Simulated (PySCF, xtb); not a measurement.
CBr3, SMILES Br[C](Br)Br, multiplicity 2.

Harmonic wavenumbers (cm⁻¹) from xtb 6.7.1 with GFN2-xTB at its own minimum, in rising order: 142, 142, 222, 359, 678, 679.

### Question
What does PySCF with PBE-D3(BJ)/def2-SVP give at its own minimum? (The exact figures need the calculation; the answer reports its results.)

### Answer
156, 156, 230, 303, 749, 749. Paired by order, the mean absolute difference is 39 cm⁻¹ and the zero-point energies are 3.2 and 3.3 kcal/mol.
